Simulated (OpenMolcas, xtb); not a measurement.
# A ladder of methods for CHClFGeN (SMILES N#[C][GeH]([F])[Cl])

The species is CHClFGeN (6 atoms), meant as a singlet with charge 0. SMILES: `N#[C][GeH]([F])[Cl]`. The coordinates come from a PBE0-D4/def2-TZVP relaxation.

Each level gives the vertical energy of the triplet above the singlet (eV). The values are calculated.

```tsv
level	kind	program	value (eV)	CPU time (all runs)
GFN0-xTB	semi-empirical	xtb	4.53	under 2 s
HF/cc-pVDZ	Hartree–Fock	OpenMolcas	7.33	40 s
SVWN5/cc-pVDZ	LDA	OpenMolcas	6.10	90 s
PBE/cc-pVDZ	GGA	OpenMolcas	6.05	2.4 min
M06-L/cc-pVDZ	meta-GGA	OpenMolcas	6.09	5.7 min
BHLYP/cc-pVDZ	global hybrid	OpenMolcas	5.88	1.9 min
PBE0/cc-pVDZ	global hybrid	OpenMolcas	6.01	2.6 min
```

All-electron rows without a relativistic Hamiltonian named are non-relativistic. The values span 4.53 to 7.33 eV. GFN0-xTB: no spin polarisation, so open shells miss the exchange term that lowers them. The upper state's dipole differs much between rows, so they may not all be the same state. CPU times are rough (shared hosts, several kinds of processor and program).
